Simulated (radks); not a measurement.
Q: The rhodium ion Rh4+, [Kr] 4d5. Method: non-relativistic Kohn-Sham, PBE, spin-polarised, spherical densities, point nucleus; computed with a radial shooting solver on a logarithmic mesh with Libxc functionals. Every spin shell is full or empty, so the densities are truly spherical. Functionals are evaluated on that one density, not self-consistently. Rank these exchange functionals by their error against the exact value of the orbitals, and give that value: LDA, PBEsol, revPBE, RPBE, PW86, OPTX, WC, AM05, SOGGA, B86b, APBE, revTPSS, MS2, TASK, MVS.

A: Exact: -132.618 hartree. From best to worst, with 100 (|E| - |E exact|)/|E exact| (equal figures are ties): MVS +0.04, B86b -0.04, PW86 -0.18, RPBE -0.26, APBE +0.29, revPBE -0.32, MS2 -0.57, revTPSS -0.93, WC -0.96, OPTX +1.08, TASK -2.29, PBEsol -2.41, SOGGA -2.43, AM05 -4.77, LDA -5.15.
